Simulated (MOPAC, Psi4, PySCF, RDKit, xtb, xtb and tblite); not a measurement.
Two geometries of C₆H₉BSi, SMILES Bc1ccc([SiH3])cc1, singlet, relaxed at GFN2-xTB with one dihedral held; other torsions can differ between them too.

Structure A

```
17

B      3.2381     0.0480     0.0640
C      1.6955     0.0273     0.0276
C      0.9855     0.0323    -1.1820
C     -0.3942     0.0126    -1.2139
C     -1.1435    -0.0131    -0.0399
Si    -3.0305    -0.0453    -0.0593
C     -0.4494    -0.0178     1.1691
C      0.9294     0.0018     1.2031
H      3.8013     0.0433     1.0894
H      3.8485     0.0683    -0.9337
H      1.5380     0.0520    -2.1111
H     -0.9063     0.0173    -2.1667
H     -3.5341     1.1057     0.6948
H     -3.4918    -1.2844     0.5727
H     -3.4937     0.0168    -1.4461
H     -1.0071    -0.0370     2.0960
H      1.4379    -0.0024     2.1573
```

Structure B

```
17

B      3.2422     0.0831     0.0716
C      1.6907    -0.0067     0.0283
C      0.9122     1.1193    -0.2473
C     -0.4683     1.0574    -0.2526
C     -1.1425    -0.1321     0.0050
Si    -3.0238    -0.2389    -0.0077
C     -0.3693    -1.2574     0.2779
C      1.0102    -1.1958     0.3010
H      3.7937     0.1565     1.1008
H      3.8580     0.1281    -0.9222
H      1.4033     2.0605    -0.4560
H     -1.0355     1.9534    -0.4651
H     -3.4924    -0.7072     1.3001
H     -3.4507    -1.1885    -1.0399
H     -3.5765     1.0869    -0.2906
H     -0.8598    -2.1994     0.4839
H      1.5792    -2.0890     0.5228
```

Q: Which is lower in energy at the level PBE0-D3(BJ)/def2-SVP // GFN2-xTB in Psi4, and by how much?

A: A is lower, by 8.14 kcal/mol (dihedral H9–B1–C2–C3: 180° in A, 100° in B).

E(B) − E(A) in kcal/mol at the other levels, on the same two geometries: GFN2-xTB (xtb and tblite) 3.38; PBE0/def2-SVP // GFN2-xTB (Psi4) 8.12; PBE/def2-SVP // GFN2-xTB (Psi4) 8.38; PBE-D3(BJ)/def2-SVP // GFN2-xTB (Psi4) 8.42; UFF // GFN2-xTB (RDKit) 8.93; PM3, restricted, heats of formation // GFN2-xTB (MOPAC) 3.74; PM6, restricted, heats of formation // GFN2-xTB (MOPAC) 1.20; GFN1-xTB // GFN2-xTB (xtb) 3.22; restricted B3LYP/6-31G*, spherical d, density fitting // GFN2-xTB (PySCF) 8.83; restricted Hartree-Fock/3-21G, density fitting // GFN2-xTB (PySCF) 8.38; restricted Hartree-Fock/LANL2DZ, with its core potentials past Ne // GFN2-xTB (PySCF) 9.14; restricted Hartree-Fock/6-31G*, spherical d, density fitting // GFN2-xTB (PySCF) 8.20.
